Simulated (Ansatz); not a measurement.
C₂H₃ClO₂Zr (`C#[C][Zr]([OH])([OH])[Cl]`), relaxed with RKS PBE0-D4/def2-TZVP in Ansatz 0.2.0 from a GFN2-xTB geometry. The force threshold is 0.005 eV/Å; the program also tests the step.

Total charge 0; spin multiplicity 1. Zr: def2 effective core potential.

Start:

```xyz
9

C     1.864    1.613    1.069
C     0.926    0.998    0.618
Zr   -0.801   -0.078   -0.201
O    -0.418   -0.547   -1.968
O    -1.036   -1.664    0.760
Cl   -2.612    1.317   -0.027
H     2.684    2.153    1.465
H     0.092   -1.226   -2.422
H    -0.699   -2.566    0.706
```

Question: How much energy does the relaxation release, and in how many steps? (An estimate is asked.)

Answer: The calculation gave: 23.73 kJ/mol, in 12 steps, 2 of them rejected.

Question: Which bonds change most? (Best estimate.)

Answer: Computed: Zr3–Cl6 from 2.292 to 2.362 Å; Zr3–O4 from 1.869 to 1.898 Å; Zr3–O5 from 1.869 to 1.898 Å; O5–H9 from 0.964 to 0.953 Å.

Question: Give the relaxed structure. (Best estimate.)

Answer: The calculation gave: 
```xyz
9

C     1.902    1.628    1.103
C     0.989    0.981    0.630
Zr   -0.684   -0.154   -0.218
O    -0.244   -0.555   -2.020
O    -0.890   -1.727    0.823
Cl   -2.656    1.144   -0.131
H     2.703    2.198    1.520
H    -0.098   -0.917   -2.890
H    -1.023   -2.599    1.183
```
